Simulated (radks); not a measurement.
Problem. Radial electron density D(r) = 4 pi r^2 rho(r) of an atom or ion with 18 electrons. Method: scalar-relativistic Kohn-Sham, RPBE, spin-polarised, spherical densities, finite nucleus; Fermi nuclear charge, rms radius of each element as measured or else 0.836 A^(1/3) + 0.57 fm; computed with a radial shooting solver on a logarithmic mesh with Libxc functionals.

| r (bohr) | D(r) (e/bohr) |
|---|---|
| 0.008711 | 3.239 |
| 0.01107 | 4.763 |
| 0.01408 | 6.836 |
| 0.0179 | 9.516 |
| 0.02275 | 12.74 |
| 0.02892 | 16.25 |
| 0.03677 | 19.51 |
| 0.04637 | 21.68 |
| 0.05895 | 22.18 |
| 0.07494 | 20.67 |
| 0.09526 | 17.97 |
| 0.1211 | 15.96 |
| 0.154 | 16.50 |
| 0.1957 | 19.61 |
| 0.2488 | 22.58 |
| 0.3138 | 21.95 |
| 0.3989 | 16.64 |
| 0.5071 | 9.702 |
| 0.6446 | 5.615 |
| 0.8195 | 5.573 |
| 1.042 | 6.727 |
| 1.324 | 6.170 |
| 1.684 | 3.931 |
| 2.123 | 1.775 |
| 2.699 | 0.5348 |
| 3.431 | 0.1070 |
| 4.362 | 0.01217 |

What is the nuclear charge?

Solution. Z = 19. The innermost maximum, from 1s, lies near gamma/Z bohr with gamma = sqrt(1 - (Z/c)^2) = 0.990, here 0.0521 bohr (found: 0.0553), and its height grows with Z. The density is that of the potassium ion K+ in [Ar]; the configuration itself is not fixed sharply by these data, and Z only to about a unit. D(r) has 3 maxima, at r = 0.0553, 0.272, 1.11 bohr, and minima at 0.131, 0.721 bohr, inside which lie 2.16, 10.34 electrons.
